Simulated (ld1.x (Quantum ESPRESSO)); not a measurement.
Pd (Z = 46), ultrasoft: configuration errors across variants

* Element: Pd
* Generator: ld1.x (Quantum ESPRESSO) 7.5
* Type: ultrasoft
* Functional: PBEsol
* Relativity: scalar-relativistic
* Frozen core: [Ar] 3d10
* Valence charge: 18
* Reference configuration: 4s2 4p6 4d10 5s0
* Partial waves: 4s (bound): rcut 1.50, rcutus 1.80 bohr; 5s (bound, empty): rcut 1.50, rcutus 1.80 bohr; 4p (bound): rcut 1.05, rcutus 1.25 bohr; 4p channel at -1.7 Ry: rcut 1.05, rcutus 1.25 bohr; 4d (bound): rcut 1.00, rcutus 1.30 bohr; 4d channel at 0.95 Ry: rcut 1.00, rcutus 1.30 bohr
* Local potential: all-electron potential smoothed inside 1.55 bohr (lloc = -1)
* Core correction: none
* Augmentation charge: built from norm-conserving waves at rcut, not smoothed further

All-electron excitation energies from the reference (eV): (1) 4s2 4p6 4d9 5s0 9.120; (2) 4s2 4p6 4d8 5s0 29.938; (3) 4s2 4p6 4d7 5s0 64.286; (4) 4s2 4p6 4d9 5s1 1.511; (5) 4s2 4p6 4d8 5s1 13.664; (6) 4s2 4p6 4d9.5 5s0 3.236; (7) 4s1 4p6 4d10 5s0 91.491.

The overlap operator is not positive definite (basis up to 400 Ry) in “base”, “waves 4p (bound): rcut 0.80, rcutus 0.84 bohr; 4p channel at -1.7 Ry: rcut 0.80, rcutus 0.84 bohr”, “waves 4p (bound): rcut 0.98, rcutus 1.04 bohr; 4p channel at -1.7 Ry: rcut 0.98, rcutus 1.04 bohr”, “waves 4p (bound): rcut 1.05, rcutus 1.26 bohr; 4p channel at -1.7 Ry: rcut 1.05, rcutus 1.26 bohr”, “waves 4p (bound): rcut 1.05, rcutus 1.48 bohr; 4p channel at -1.7 Ry: rcut 1.05, rcutus 1.48 bohr”, “waves 4p (bound): rcut 1.05, rcutus 1.62 bohr; 4p channel at -1.7 Ry: rcut 1.05, rcutus 1.62 bohr”. Such files are unfit for use, however small their errors in these radial tests.

Errors AE − PS in meV (a dash: test not solved or not reliable):

```csv
change,(1),(2),(3),(4),(5),(6),(7),bound ghosts
base,-0.2,-3.7,-16,-1728,-2802,+0.1,-130,not determined (overlap not positive)
"waves 4p (bound): rcut 0.80, rcutus 0.84 bohr; 4p channel at -1.7 Ry: rcut 0.80, rcutus 0.84 bohr",-0.2,-3.7,-16,-1728,-2802,+0.1,-165,not determined (overlap not positive)
"waves 4p (bound): rcut 0.98, rcutus 1.04 bohr; 4p channel at -1.7 Ry: rcut 0.98, rcutus 1.04 bohr",-0.2,-3.7,-16,-1728,-2802,+0.1,-131,not determined (overlap not positive)
"waves 4p (bound): rcut 1.05, rcutus 1.26 bohr; 4p channel at -1.7 Ry: rcut 1.05, rcutus 1.26 bohr",-0.2,-3.7,-16,-1728,-2802,+0.1,-130,not determined (overlap not positive)
"waves 4p (bound): rcut 1.05, rcutus 1.48 bohr; 4p channel at -1.7 Ry: rcut 1.05, rcutus 1.48 bohr",-0.2,-4.3,-20,-1728,-2803,+0.1,-145,not determined (overlap not positive)
"waves 4p (bound): rcut 1.05, rcutus 1.62 bohr; 4p channel at -1.7 Ry: rcut 1.05, rcutus 1.62 bohr",-0.5,-7.7,-34,-1729,-2808,+0.1,-151,not determined (overlap not positive)
```

(1) Give the same row for: waves 4p (bound): rcut 1.05, rcutus 1.88 bohr; 4p channel at -1.7 Ry: rcut 1.05, rcutus 1.88 bohr.

Results:

(1) -2.9, -33, -144, -1734, -2841, -0.2, -219; bound ghosts: not determined (overlap not positive). Its overlap operator is not positive definite in a basis up to 400 Ry (lowest eigenvalue s -0.03, p -7.41), so the file is unfit for use: the generalised eigenproblem breaks down once the basis is large enough, and its test numbers describe a broken file.
